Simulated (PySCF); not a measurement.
S₈.

```xyz
8

S      0.0865    -1.8666     1.7174
S     -1.0467    -1.6263     0.0000
S      0.0865    -1.8666    -1.7174
S      0.9831     0.0595    -2.0799
S     -0.5672     1.4088    -1.7353
S      0.0420     2.4229     0.0000
S     -0.5672     1.4088     1.7353
S      0.9831     0.0595     2.0799
```
Charge 0, spin multiplicity 1.

Coordinates come from a B3LYP-D3(BJ)/def2-SVP optimisation.

These are HF/pcSseg-1 in PySCF values and carry that method's errors. Non-relativistic, no solvent.

Computed absolute GIAO shielding of each atom: isotropic value and principal components (ppm):
| atom | σ(iso) | σ11 | σ22 | σ33 | span |
|---|---|---|---|---|---|
| S1 | 282.6 | 126.2 | 268.2 | 453.5 | 327.3 |
| S2 | 353.0 | 172.7 | 429.2 | 457.1 | 284.5 |
| S3 | 282.6 | 126.2 | 268.2 | 453.5 | 327.3 |
| S4 | 255.8 | 88.9 | 232.0 | 446.4 | 357.5 |
| S5 | 281.2 | 112.8 | 253.0 | 477.6 | 364.8 |
| S6 | 218.3 | 172.5 | 232.0 | 250.4 | 77.9 |
| S7 | 281.2 | 112.8 | 253.0 | 477.6 | 364.8 |
| S8 | 255.8 | 88.9 | 232.0 | 446.4 | 357.5 |
